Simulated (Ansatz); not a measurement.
GeSe₂⁺, 3 atoms. Hardware: 4 threads of Arm Neoverse V1 on a shared host.

Correlated methods freeze 27 core orbitals; core or outer-core shells of Ge, Se are correlated, in sets that lack core-valence functions.

(1) How many basis functions does each of these Ansatz runs have, and roughly what does it cost? r2SCAN-D4/def2-TZVP, charge 1 quartet, energy, from earlier orbitals; PBE0-D4/def2-TZVP, charge 1 quartet, energy, from earlier orbitals; RPA@PBE/def2-TZVP, charge 1 doublet, energy, from earlier orbitals; HF/def2-TZVP, charge 1 quartet, energy, from earlier orbitals; PBE0-D4/def2-TZVP, charge 1 quartet, relaxation, 5 steps; PBE0-D4/def2-TZVP, charge 0 singlet at the geometry of the charge 1 doublet, energy, from earlier orbitals; PBE0-D4/def2-SVP, charge 1 doublet, energy, from earlier orbitals; B3LYP-D4/def2-TZVP, charge 1 doublet, energy, from earlier orbitals; PBE-QIDH/def2-TZVP, charge 1 quartet, energy, from earlier orbitals; PBE-QIDH/def2-TZVP, charge 1 doublet, energy, from earlier orbitals; HF/STO-3G, charge 1 doublet, energy; HF/STO-3G, charge 1 quartet, energy.

## Answers

(1) Other jobs shared the machine, so times can vary by a factor of up to 3. A dash marks memory too small to be measured apart from the calling script's.

```json
{"run": "HF/STO-3G, charge 1 doublet, energy", "functions": "54", "fitting or Cholesky vectors": "530", "wall time": "0.55 s", "peak host memory (GiB)": "–"}
{"run": "HF/STO-3G, charge 1 quartet, energy", "functions": "54", "fitting or Cholesky vectors": "533", "wall time": "0.8 s", "peak host memory (GiB)": "–"}
{"run": "PBE0-D4/def2-TZVP, charge 0 singlet at the geometry of the charge 1 doublet, energy, from earlier orbitals", "functions": "144", "fitting or Cholesky vectors": "1225", "wall time": "2.4 s", "peak host memory (GiB)": "–"}
{"run": "PBE0-D4/def2-SVP, charge 1 doublet, energy, from earlier orbitals", "functions": "96", "fitting or Cholesky vectors": "930", "wall time": "2.5 s", "peak host memory (GiB)": "–"}
{"run": "RPA@PBE/def2-TZVP, charge 1 doublet, energy, from earlier orbitals", "functions": "144", "fitting or Cholesky vectors": "983", "wall time": "3.8 s", "peak host memory (GiB)": "–"}
{"run": "B3LYP-D4/def2-TZVP, charge 1 doublet, energy, from earlier orbitals", "functions": "144", "fitting or Cholesky vectors": "983", "wall time": "4.9 s", "peak host memory (GiB)": "–"}
{"run": "HF/def2-TZVP, charge 1 quartet, energy, from earlier orbitals", "functions": "144", "fitting or Cholesky vectors": "979", "wall time": "5.5 s", "peak host memory (GiB)": "–"}
{"run": "PBE0-D4/def2-TZVP, charge 1 quartet, energy, from earlier orbitals", "functions": "144", "fitting or Cholesky vectors": "979", "wall time": "5.5 s", "peak host memory (GiB)": "–"}
{"run": "r2SCAN-D4/def2-TZVP, charge 1 quartet, energy, from earlier orbitals", "functions": "144", "fitting or Cholesky vectors": "1132", "wall time": "6.5 s", "peak host memory (GiB)": "–"}
{"run": "PBE-QIDH/def2-TZVP, charge 1 doublet, energy, from earlier orbitals", "functions": "144", "fitting or Cholesky vectors": "983", "wall time": "7.5 s", "peak host memory (GiB)": "–"}
{"run": "PBE-QIDH/def2-TZVP, charge 1 quartet, energy, from earlier orbitals", "functions": "144", "fitting or Cholesky vectors": "979", "wall time": "9 s", "peak host memory (GiB)": "–"}
{"run": "PBE0-D4/def2-TZVP, charge 1 quartet, relaxation, 5 steps", "functions": "144", "fitting or Cholesky vectors": "1019", "wall time": "26 s", "peak host memory (GiB)": "0.57"}
```
